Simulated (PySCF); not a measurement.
C7H8, SMILES C1C2C3C2C2C1C32.

Geometry: r2SCAN-D4/def2-SVP. The values are those of a single conformer.

Computed with PBE0/def2-TZVP (PySCF).

Symmetry labels are those of the subgroup C2v that the program uses (full group C2v).

Computed valence orbital energies around the gap with their symmetry:
```csv
orbital,symmetry,energy (eV)
HOMO−7,B2,-12.07
HOMO−6,A1,-11.06
HOMO−5,B1,-9.85
HOMO−4,B2,-9.59
HOMO−3,A1,-8.82
HOMO−2,B2,-7.92
HOMO−1,A2,-7.63
HOMO,B1,-6.38
LUMO,A1,1.51
LUMO+1,B2,1.96
LUMO+2,A1,2.30
LUMO+3,B1,2.40
```
